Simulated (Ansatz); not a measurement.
Species: trichlorosilane, sum formula SiHCl3, net charge 0, singlet state. SMILES: Cl[SiH](Cl)Cl
Coordinates optimised at B3LYP-D3(BJ)/def2-TZVP (Ansatz, a program for electronic structure):
```
Si
H 1 1.4634
Cl 1 2.0409 2 109.41
Cl 1 2.0409 2 109.41 3 120.00
Cl 1 2.0409 2 109.41 3 -120.00
```

Computed values are from Ansatz. Cores are frozen in the correlated levels unless marked. UHF or UKS for open shells. Spin-orbit coupling is left out. Non-relativistic. CBS marks a two-point X^-3 extrapolation of the correlation energy; Hartree-Fock from the larger set (for Q and 5 zeta extrapolated as (X+1)exp(-9√X)).

What is the dipole moment at CCSD(T)/aug-cc-pV(D+d)Z?

0.83 D.

What is the total energy at CCSD(T)/CBS(cc-pV(Q+d)Z,cc-pV(5+d)Z)?

-1669.1579 Eh.

What is the T1 diagnostic at CCSD/cc-pV(5+d)Z?

0.009.

What is the atomisation energy De at CCSD(T)/CBS(cc-pV(Q+d)Z,cc-pV(5+d)Z)?

375.4 kcal/mol.
